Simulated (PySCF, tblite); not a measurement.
A database entry of computed molecular properties. Lists by class give the value and the number of equivalent atoms.

```json
{
 "formula": "C6H9O3",
 "smiles": "C/C=C\\OC[CH]C(=O)O",
 "charge": 0,
 "multiplicity": 2,
 "geometry_level": "GFN2-xTB",
 "atoms_angstrom": [
  ["C", -3.324, -0.235, -0.389],
  ["C", -2.275, 0.68, 0.147],
  ["C", -0.988, 0.368, 0.251],
  ["O", -0.506, -0.865, -0.085],
  ["C", 0.886, -1.004, -0.141],
  ["C", 1.606, 0.045, -0.884],
  ["C", 3.016, 0.181, -0.742],
  ["O", 3.721, -0.48, 0.004],
  ["O", 3.538, 1.144, -1.543],
  ["H", -3.806, 0.212, -1.258],
  ["H", -2.883, -1.185, -0.676],
  ["H", -4.093, -0.411, 0.362],
  ["H", -2.594, 1.658, 0.472],
  ["H", -0.254, 1.074, 0.624],
  ["H", 1.056, -1.99, -0.602],
  ["H", 1.318, -1.076, 0.873],
  ["H", 1.076, 0.712, -1.542],
  ["H", 4.497, 1.177, -1.412]
 ],
 "electronic_structure_code": "PySCF",
 "results": {
  "GFN2-xTB geometry": {
   "point_group": "C1",
   "rotational_constants_GHz": [4.918, 0.611, 0.573]
  },
  "GFN2-xTB harmonic vibrations, gas phase": {
   "strongest_ir_bands_cm-1_km_per_mol_modes": [
    [680.4, 152.3, 1],
    [1070.6, 337.9, 1],
    [1133.6, 138.4, 1],
    [1372.0, 262.9, 1],
    [1395.2, 132.1, 1],
    [1650.5, 510.9, 1]
   ],
   "zpe_kcal_per_mol": 86.4
  },
  "UKS B3LYP, pcH-1 on C H O, non-relativistic, mean-field spin-orbit, GIAO": {
   "g_iso": 2.00365,
   "g_tensor": [2.00219, 2.0036, 2.00516],
   "s2": 0.756,
   "a_iso_by_class_MHz": [
    ["1H", 117.2, 2],
    ["13C", 68.9, 1],
    ["1H", -55.0, 1],
    ["13C", -39.1, 1],
    ["13C", -30.9, 1]
   ],
   "spin_populations_mulliken_by_atom": [0.0, 0.0, 0.01, 0.01, -0.07, 0.87, -0.07, 0.18, 0.03, 0.0, 0.0, 0.0, 0.0, 0.0, 0.05, 0.04, -0.04, 0.0]
  }
 }
}
```

At 9.50 GHz, hν = g·μB·B₀ (B₀ the magnetic field) puts the centre of the isotropic spectrum, to first order, at 338.8 mT. The rotational constants make it an asymmetric top with κ = (2B − A − C)/(A − C) = -0.98, nearer the prolate limit (−1). With B = h/(8π²I), that is 505.379 GHz u Å² over I, the principal moments of inertia are 102.8, 827.7 and 882.5 u Å² (most abundant isotopes). The zero-point energy, half the sum of the 48 harmonic wavenumbers, equals 30220 cm⁻¹ or 362 kJ/mol.

 In GFN2-xTB open shells enter through the occupations alone, without spin polarisation, so single modes can be far off. Hyperfine couplings depend on the geometry, which wasn't re-optimised at a DFT level. Couplings of like nuclei are plain means over topologically equivalent atoms, as if these changed places fast (by rotation of a methyl-like group, say); in this geometry the members of some sets differ.

One conformer stands for the species.
